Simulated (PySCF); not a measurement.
C3H7NOSi, SMILES C#C[Si@H](N)OC. Atoms are numbered in the order given.

```xyz
13

C      2.4226    -1.1019     0.4256
C      1.4345    -0.5016     0.0080
Si    -0.1007     0.3362    -0.5788
N      0.2242     2.0206    -0.7253
O     -1.3145     0.0177     0.5422
C     -1.7126    -1.2884     0.9085
H      3.3003    -1.6224     0.7867
H     -0.5075    -0.1922    -1.9238
H      0.6578     2.5098     0.0614
H     -0.4577     2.6196    -1.1963
H     -2.5070    -1.2154     1.6798
H     -0.8693    -1.8793     1.3355
H     -2.1270    -1.8613     0.0455
```

Coordinates come from a PBE-D3(BJ)/def2-SVP optimisation. The structure was generated by enumeration; whether it is a known compound was not checked. The values are those of a single conformer.

These are PySCF with PBE-D3(BJ)/def2-SVP values and carry that method's errors.

Frequencies are harmonic and unscaled.

| mode | ν (cm⁻¹) | IR (km/mol) | moving atoms (share of kinetic energy) |
|---|---|---|---|
| 1 | 56 | 0.7 | C 47 %, H 29 %, O 13 % |
| 2 | 110 | 0.1 | H 95 % |
| 3 | 118 | 2.5 | C 36 %, O 24 %, H 23 %, N 15 % |
| 4 | 151 | 5.2 | H 38 %, C 34 %, N 15 %, Si 10 % |
| 5 | 179 | 17.9 | C 36 %, H 28 %, O 15 %, N 11 %, Si 11 % |
| 6 | 224 | 16.0 | H 66 %, C 24 % |
| 7 | 283 | 12.7 | H 32 %, C 30 %, O 22 %, N 11 % |
| 8 | 376 | 39.7 | C 39 %, H 22 %, Si 21 %, O 12 % |
| 9 | 391 | 5.6 | C 47 %, H 21 %, O 13 %, N 12 % |
| 10 | 400 | 198.9 | H 54 %, N 31 %, C 8 % |
| 11 | 595 | 39.8 | C 49 %, Si 31 %, H 11 % |
| 12 | 692 | 25.1 | H 76 %, C 24 % |
| 13 | 703 | 20.8 | H 75 %, C 24 % |
| 14 | 710 | 17.4 | H 75 % |
| 15 | 741 | 104.5 | O 30 %, H 30 %, Si 29 %, C 9 % |
| 16 | 835 | 160.2 | H 79 %, Si 12 % |
| 17 | 867 | 80.9 | H 58 %, N 25 %, Si 16 % |
| 18 | 902 | 209.3 | Si 39 %, H 34 %, N 25 % |
| 19 | 1110 | 190.4 | O 41 %, C 35 %, H 22 % |
| 20 | 1137 | 0.7 | H 76 %, C 19 % |
| 21 | 1169 | 81.1 | H 55 %, C 23 %, O 22 % |
| 22 | 1421 | 2.5 | H 95 % |
| 23 | 1423 | 1.3 | H 93 % |
| 24 | 1425 | 11.5 | H 94 % |
| 25 | 1489 | 44.9 | H 89 %, N 11 % |
| 26 | 2084 | 31.6 | C 90 %, H 9 % |
| 27 | 2176 | 123.4 | H 97 % |
| 28 | 2911 | 75.9 | H 97 % |
| 29 | 2980 | 38.3 | H 90 %, C 10 % |
| 30 | 3035 | 31.9 | H 91 %, C 9 % |
| 31 | 3389 | 44.7 | H 86 %, C 14 % |
| 32 | 3495 | 30.5 | H 96 % |
| 33 | 3593 | 30.0 | H 91 %, N 9 % |
